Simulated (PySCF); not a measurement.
SMILES OC[SiH2]S (CH6OSSi), singlet, CAM-B3LYP/def2-SVP optimised geometry.

```
10

O      0.98     0.14     1.09
C      0.58    -0.67     0.00
Si    -1.31    -0.67     0.00
S     -1.94     1.38     0.00
H      1.94     0.22     1.10
H      0.95    -1.71     0.09
H      0.94    -0.27    -0.97
H     -1.84    -1.32    -1.23
H     -1.80    -1.42     1.19
H     -0.93     1.71     0.83
```

Density from CAM-B3LYP/def2-TZVP in PySCF 2.14.0 at that geometry.

Minimum of the electron density along straight lines between bonded atoms, close to the bond critical point (lines longer than 1.1 times the sum of covalent radii, or with two minima, are not listed):

```tsv
bond	length / Å	ρ at the minimum / e bohr⁻³	∇²ρ there / e bohr⁻⁵	position (fraction from the first atom)
O1–C2	1.416	0.259	-0.57	0.64
C2–Si3	1.893	0.123	0.15	0.61
Si3–S4	2.144	0.100	0.07	0.36
O1–H5	0.964	0.360	-2.43	0.80
C2–H6	1.108	0.272	-0.92	0.64
C2–H7	1.107	0.273	-0.93	0.65
Si3–H8	1.487	0.122	0.14	0.49
Si3–H9	1.488	0.123	0.13	0.49
S4–H10	1.352	0.211	-0.59	0.65
```
